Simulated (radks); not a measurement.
Charge is removed step by step from the 4p (averaged over the sub-levels emptied) level of Ge+, starting from [Ar] 3d10 4s2 4p1. Method: Dirac Kohn-Sham, PBE, spin-unpolarised, spherical densities, finite nucleus; open shells are shared between the two j in proportion to 2j + 1; Fermi nuclear charge, rms radius 4.0742 fm; computed with a radial shooting solver on a logarithmic mesh with Libxc functionals.

| removed (e) | E - E(0) (eV) | eigenvalue (eV) | E minus straight line (eV) |
|---|---|---|---|
| 0 | 0.000 | -11.244 | 0.000 |
| 0.1 | 1.165 | -12.053 | -0.380 |
| 0.2 | 2.411 | -12.874 | -0.678 |
| 0.3 | 3.740 | -13.706 | -0.893 |
| 0.4 | 5.152 | -14.548 | -1.025 |
| 0.5 | 6.650 | -15.401 | -1.071 |
| 0.6 | 8.233 | -16.264 | -1.032 |
| 0.7 | 9.903 | -17.136 | -0.907 |
| 0.8 | 11.661 | -18.018 | -0.693 |
| 0.9 | 13.507 | -18.908 | -0.391 |
| 1 | 15.442 | -19.807 | 0.000 |

Removing the whole electron costs 15.442 eV by Delta-SCF, against 11.244 eV from minus the eigenvalue at the starting occupation. Slater's transition state (half an electron removed) gives 15.401 eV. Integrating minus the eigenvalue over the occupation (Janak's theorem) gives 15.442 eV. The mean slope of the eigenvalue, de/dn, is 8.56 eV per electron. Ionisation energy of Ge+ in the NIST Atomic Spectra Database: 15.935 eV (measured).

Beside tabulated values, note that spin-unpolarised runs miss the spin-polarisation part of the exchange energy of open shells.
